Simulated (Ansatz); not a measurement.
```yaml
crystal:
  periodic: [false, false, false]
  atoms:
    - {symbol: Si, position_ang: [-2.219110, 1.443159, 1.052751]}
    - {symbol: Si, position_ang: [-0.729731, 1.134872, -0.743814]}
    - {symbol: B, position_ang: [0.199673, -0.524399, -0.131554]}
    - {symbol: C, position_ang: [0.774051, -1.777685, -0.862423]}
    - {symbol: Si, position_ang: [2.393387, -1.090824, 0.010623]}
    - {symbol: H, position_ang: [-1.342485, 1.628146, 2.188027]}
    - {symbol: H, position_ang: [-3.135885, 2.709335, 0.787248]}
    - {symbol: H, position_ang: [-2.957649, 0.288182, 1.257788]}
    - {symbol: H, position_ang: [-1.476354, 0.866970, -1.965088]}
    - {symbol: H, position_ang: [0.242235, 2.159210, -0.785739]}
    - {symbol: H, position_ang: [0.466019, -2.047633, -1.636397]}
    - {symbol: H, position_ang: [0.975499, -2.787043, -0.158829]}
    - {symbol: H, position_ang: [2.815369, -1.839031, 1.056961]}
    - {symbol: H, position_ang: [3.565724, -0.395972, -0.410692]}
basis:
  gaussian: {orbitals: "6-31++G**"}
magnetization: {spin_polarized: true, initial_magnetization: 0}
hamiltonian: {xc: {name: PBE}, dispersion: d4}
relax: {f_tol: 0.0001, max_steps: 2}
```

```sh
$ ansatz run in.yaml --threads 4 --pin off --events-out ev --progress --plain --max-ram 10444MiB
```

Output, abridged:

```
Functional definition: PBE
1624 factors; their error is unknown
mean field evaluation 1: about -25455.9456 eV, gradient 5.2e1 eV
mean field evaluation 2: about -25397.8982 eV, gradient 9.3e1 eV
mean field evaluation 4: about -25467.8207 eV, gradient 2.0e1 eV
mean field evaluation 8: about -25471.3970 eV, gradient 1.3e-1 eV
mean field evaluation 16: about -25471.3240 eV, gradient 2.0e-3 eV
mean field -25471.32398983 eV, -936.0538915426 hartree, gradient 2.4e-5 eV, S^2 0.000000; 2 other end points of the search recorded, 0 dependent functions left out
reference -25471.32410727 eV, -936.0538958585 hartree; 31, 31 occupied and 130, 130 virtual orbitals, 1624 factors
relax step   1: F+E_penalty+E_count = -25471.66619190 eV  Δ(F+E_penalty+E_count) = +0.000e0 eV  max|allowed force component| = 1.482e1 eV/Å  Δτ_max = 0.0000 Å  (57 SCF iters, accepted)
1624 factors; their error is unknown
mean field -25474.12458306 eV, -936.1568114457 hartree, gradient 7.6e-6 eV, S^2 0.000000; 0 other end points of the search recorded, 0 dependent functions left out
reference -25474.12469845 eV, -936.1568156860 hartree; 31, 31 occupied and 130, 130 virtual orbitals, 1624 factors
relax step   2: F+E_penalty+E_count = -25474.46270944 eV  Δ(F+E_penalty+E_count) = -2.797e0 eV  max|allowed force component| = 2.744e0 eV/Å  Δτ_max = 0.2000 Å  (39 SCF iters, accepted)
Error: geometry relaxation did not converge after 2 steps: max|allowed force component| = 2.74e0 eV/Å (threshold 1.0e-4). Raise `relax.max_steps` over both its present limit and 2, loosen `relax.f_tol`, or start from a geometry closer to equilibrium. Where this run's directory can be resumed (`checkpoint.write`), a resume goes on for up to `relax.max_steps` more
```

(1) Something in this input is off. What?

Results:

(1) The relaxation is allowed too few steps for its threshold. No converged result was reached.
